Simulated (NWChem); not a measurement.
System: TaNHClF$_{2}$; SMILES [NH]=[Ta]([F])([F])[Cl]

NWChem input:

```
start job
memory heap 200 mb stack 900 mb global 1100 mb
geometry units angstroms
  Ta     0.089390     0.047299    -0.169416
  N      0.209540    -1.120630    -1.513259
  H      0.295156    -1.756296    -2.293098
  F      1.763112     0.513020     0.548298
  F     -0.955465     1.550542    -0.596066
  Cl    -0.980326    -0.854512     1.553277
end
basis spherical
  * library def2-svp
end
ecp
  Ta library def2-ecp
end
dft
  xc pbe0
  iterations 150
end
driver
  maxiter 120
end
task dft optimize
dft
  grid fine
  convergence energy 1d-8 density 1d-7
end
task dft freq numerical
```

NWChem printed, in part:

```
             Northwest Computational Chemistry Package (NWChem) 7.3.0
             --------------------------------------------------------

 CS  symmetry detected

                             Geometry "geometry" -> ""
                             -------------------------

 Output coordinates in angstroms (scale by  1.889725989 to convert to a.u.)

  No.       Tag          Charge          X              Y              Z
 ---- ---------------- ---------- -------------- -------------- --------------
    1 Ta                  73.0000    -0.02446149     0.21053431     0.00000000
    2 N                    7.0000    -1.69768470     0.83080193     0.00000000
    3 H                    1.0000    -2.63119589     1.21564872     0.00000000
    4 F                    9.0000     0.92092722     0.65267989     1.56338411
    5 F                    9.0000     0.92092722     0.65267989    -1.56338411
    6 Cl                  17.0000    -0.01623602    -2.00873557     0.00000000

 Effective nuclear repulsion energy (a.u.)     944.2614715622

      Symmetry information
      --------------------

 Group name             Cs
 Group number              2
 Group order               2
 No. of unique centers     5

                                Z-matrix (autoz)
                                --------

 Units are Angstrom for bonds and degrees for angles

      Type          Name      I     J     K     L     M      Value
      ----------- --------  ----- ----- ----- ----- ----- ----------
    1 Stretch                  1     2                       1.78449
    2 Stretch                  1     4                       1.87974
    3 Stretch                  1     5                       1.87974
    4 Stretch                  1     6                       2.21929
    5 Stretch                  2     3                       1.00973
    6 Bend                     2     1     4               112.94318
    7 Bend                     2     1     5               112.94318
    8 Bend                     2     1     6               110.55222
    9 Bend                     3     1     4               112.62125
   10 Bend                     3     1     5               112.62125
   11 Bend                     3     1     6               111.29819
   12 Bend                     4     1     5               112.54801
   13 Bend                     4     1     6               103.49442
   14 Bend                     5     1     6               103.49442
   15 Torsion                  1     4     2     3        -176.78393
   16 Torsion                  1     5     2     3         176.78393
   17 Torsion                  1     6     2     3         180.00000

                           NWChem Geometry Optimization
                           ----------------------------

 maximum gradient threshold         (gmax) =   0.000450
 rms gradient threshold             (grms) =   0.000300
 maximum cartesian step threshold   (xmax) =   0.001800
 rms cartesian step threshold       (xrms) =   0.001200
 fixed trust radius                (trust) =   0.300000
 source of zmatrix                         =   autoz

          -------------------
          Energy Minimization
          -------------------

 Using diagonal initial Hessian
 Scaling for Hessian diagonals: bonds = 1.00  angles = 0.25  torsions = 0.10

          --------
          Step   0

                                 NWChem DFT Module
                                 -----------------

 Summary of "ao basis" -> "ao basis" (spherical)
 ------------------------------------------------------------------------------
       Tag                 Description            Shells   Functions and Types
 ---------------- ------------------------------  ------  ---------------------
 Ta                         def2-svp                12       32   6s3p2d1f
 N                          def2-svp                 6       14   3s2p1d
 H                          def2-svp                 3        5   2s1p
 F                          def2-svp                 6       14   3s2p1d
 Cl                         def2-svp                 8       18   4s3p1d

      Symmetry analysis of basis
      --------------------------

        a'         63
        a"         34

[...]

      ----------------------
      Optimization converged
      ----------------------

  Step       Energy      Delta E   Gmax     Grms     Xrms     Xmax
  ---- ---------------- -------- -------- -------- -------- --------
@    5    -771.73950642 -6.4D-07  0.00008  0.00004  0.00065  0.00163
                                     ok       ok       ok       ok

                                Z-matrix (autoz)
                                --------

 Units are Angstrom for bonds and degrees for angles

      Type          Name      I     J     K     L     M      Value     Gradient
      ----------- --------  ----- ----- ----- ----- ----- ---------- ----------
    1 Stretch                  1     2                       1.74913   -0.00008
    2 Stretch                  1     4                       1.87861   -0.00005
    3 Stretch                  1     5                       1.87861   -0.00005
    4 Stretch                  1     6                       2.31153    0.00006
    5 Stretch                  2     3                       1.01306   -0.00008
    6 Bend                     2     1     4               107.19531   -0.00000
    7 Bend                     2     1     5               107.19531   -0.00000
    8 Bend                     2     1     6               107.22387   -0.00002
    9 Bend                     3     1     4               107.02168   -0.00000
   10 Bend                     3     1     5               107.02168   -0.00000
   11 Bend                     3     1     6               107.56941   -0.00001
   12 Bend                     4     1     5               111.44359    0.00006
   13 Bend                     4     1     6               111.73719   -0.00002
   14 Bend                     5     1     6               111.73719   -0.00002
   15 Torsion                  1     4     2     3        -178.68767    0.00001
   16 Torsion                  1     5     2     3         178.68767   -0.00001
   17 Torsion                  1     6     2     3         180.00000   -0.00000

                         Geometry "geometry" -> "geometry"
                         ---------------------------------

 Output coordinates in angstroms (scale by  1.889725989 to convert to a.u.)

  No.       Tag          Charge          X              Y              Z
 ---- ---------------- ---------- -------------- -------------- --------------
    1 Ta                  73.0000     0.02368360     0.15342375     0.00000000
    2 N                    7.0000    -1.60360708     0.79482470     0.00000000
    3 H                    1.0000    -2.53986636     1.18175872     0.00000000
    4 F                    9.0000     0.87061045     0.78761643     1.55232237
    5 F                    9.0000     0.87061045     0.78761643    -1.55232237
    6 Cl                  17.0000    -0.14915471    -2.15163088     0.00000000

 Effective nuclear repulsion energy (a.u.)     933.5662696013

      Symmetry information
      --------------------

[...]

 Rotational Constants
 --------------------
 A=   0.104519 cm-1  (  0.150376 K)
 B=   0.062006 cm-1  (  0.089211 K)
 C=   0.057397 cm-1  (  0.082579 K)

 Temperature                      =   298.15K
 frequency scaling parameter      =   1.0000

 Zero-Point correction to Energy  =   12.318 kcal/mol  (  0.019630 au)
 Thermal correction to Energy     =   16.508 kcal/mol  (  0.026307 au)
 Thermal correction to Enthalpy   =   17.100 kcal/mol  (  0.027251 au)

 Total Entropy                    =   84.844 cal/mol-K
   - Translational                =   42.648 cal/mol-K (mol. weight = 268.9245)
   - Rotational                   =   27.851 cal/mol-K (symmetry #  =        1)
   - Vibrational                  =   14.345 cal/mol-K

 Cv (constant volume heat capacity) =   20.834 cal/mol-K
   - Translational                  =    2.979 cal/mol-K
   - Rotational                     =    2.979 cal/mol-K
   - Vibrational                    =   14.876 cal/mol-K

[normal modes left out]

 ----------------------------------------------------------------------------
 Normal Eigenvalue ||           Projected Infra Red Intensities
  Mode   [cm**-1]  || [atomic units] [(debye/angs)**2] [(KM/mol)] [arbitrary]
 ------ ---------- || -------------- ----------------- ---------- -----------
    1       -0.000 ||    0.000006           0.000         0.006       0.001
    2       -0.000 ||    0.000001           0.000         0.001       0.000
    3       -0.000 ||    0.000221           0.005         0.215       0.040
    4        0.000 ||    0.000036           0.001         0.035       0.007
    5        0.000 ||    0.000155           0.004         0.151       0.028
    6        0.000 ||    0.000033           0.001         0.032       0.006
    7      123.434 ||    0.003455           0.080         3.368       0.626
    8      152.272 ||    0.004710           0.109         4.592       0.854
    9      166.343 ||    0.007390           0.170         7.204       1.339
   10      232.519 ||    0.002370           0.055         2.311       0.430
   11      253.574 ||    0.000020           0.000         0.020       0.004
   12      405.666 ||    0.054318           1.253        52.952       9.845
   13      559.622 ||    0.174191           4.019       169.810      31.570
   14      598.447 ||    0.181921           4.197       177.346      32.972
   15      694.990 ||    0.096943           2.237        94.504      17.570
   16      696.724 ||    0.121467           2.802       118.412      22.015
   17     1040.719 ||    0.118284           2.729       115.309      21.438
   18     3696.585 ||    0.227633           5.252       221.908      41.256
 ----------------------------------------------------------------------------
```

Level: PBE0/def2-SVP with def2 effective core potentials on Ta. def2 effective core potentials on Ta; no spin-orbit coupling.
